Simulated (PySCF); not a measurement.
H₁₂Si₆, SMILES [SiH2]1[SiH2][SiH2][SiH2][SiH2][SiH2]1. Atoms are numbered in the order given.

```xyz
18

Si    -1.9152    -1.1057    -0.4030
Si    -1.9152     1.1057     0.4030
Si     0.0000     2.2115    -0.4030
Si     1.9152     1.1057     0.4030
Si     1.9152    -1.1057    -0.4030
Si     0.0000    -2.2115     0.4030
H     -1.8625    -1.0753    -1.8968
H     -3.1593    -1.8240     0.0104
H     -3.1593     1.8240    -0.0104
H     -1.8625     1.0753     1.8968
H      0.0000     2.1507    -1.8968
H      0.0000     3.6480     0.0104
H      3.1593     1.8240    -0.0104
H      1.8625     1.0753     1.8968
H      3.1593    -1.8240     0.0104
H      1.8625    -1.0753    -1.8968
H      0.0000    -2.1507     1.8968
H      0.0000    -3.6480    -0.0104
```
Charge 0, spin multiplicity 1.

Geometry: B3LYP-D3(BJ)/def2-SVP.

These are PBE/def2-TZVP run with PySCF values and carry that method's errors.

ESP charges are fitted to the potential on shells at 1.4 to 2.0 van der Waals radii. Atomic charges (e):

```
atom  Mulliken  ESP fit
----  --------  -------
Si1       0.01     0.06
Si2       0.01     0.06
Si3       0.01     0.02
Si4       0.01     0.06
Si5       0.01     0.06
Si6       0.01     0.02
H7        0.00    -0.03
H8       -0.01    -0.03
H9       -0.01    -0.03
H10       0.00    -0.03
H11       0.00    -0.02
H12      -0.01    -0.02
H13      -0.01    -0.03
H14       0.00    -0.03
H15      -0.01    -0.03
H16       0.00    -0.03
H17       0.00    -0.02
H18      -0.01    -0.02
```

Problem. Give the Mayer and Wiberg (Löwdin basis) orders of the bonds. (The exact figures need the calculation; the answer reports its results.)

Solution. 
```json
[
 {"bond": "Si1–Si2", "Mayer": "0.95", "Wiberg": "1.14"},
 {"bond": "Si2–Si3", "Mayer": "0.95", "Wiberg": "1.14"},
 {"bond": "Si3–Si4", "Mayer": "0.95", "Wiberg": "1.14"},
 {"bond": "Si4–Si5", "Mayer": "0.95", "Wiberg": "1.14"},
 {"bond": "Si1–Si6", "Mayer": "0.95", "Wiberg": "1.14"},
 {"bond": "Si5–Si6", "Mayer": "0.95", "Wiberg": "1.14"},
 {"bond": "Si1–H7", "Mayer": "0.92", "Wiberg": "0.92"},
 {"bond": "Si1–H8", "Mayer": "0.92", "Wiberg": "0.92"},
 {"bond": "Si2–H9", "Mayer": "0.92", "Wiberg": "0.92"},
 {"bond": "Si2–H10", "Mayer": "0.92", "Wiberg": "0.92"},
 {"bond": "Si3–H11", "Mayer": "0.92", "Wiberg": "0.92"},
 {"bond": "Si3–H12", "Mayer": "0.92", "Wiberg": "0.92"},
 {"bond": "Si4–H13", "Mayer": "0.92", "Wiberg": "0.92"},
 {"bond": "Si4–H14", "Mayer": "0.92", "Wiberg": "0.92"},
 {"bond": "Si5–H15", "Mayer": "0.92", "Wiberg": "0.92"},
 {"bond": "Si5–H16", "Mayer": "0.92", "Wiberg": "0.92"},
 {"bond": "Si6–H17", "Mayer": "0.92", "Wiberg": "0.92"},
 {"bond": "Si6–H18", "Mayer": "0.92", "Wiberg": "0.92"}
]
```
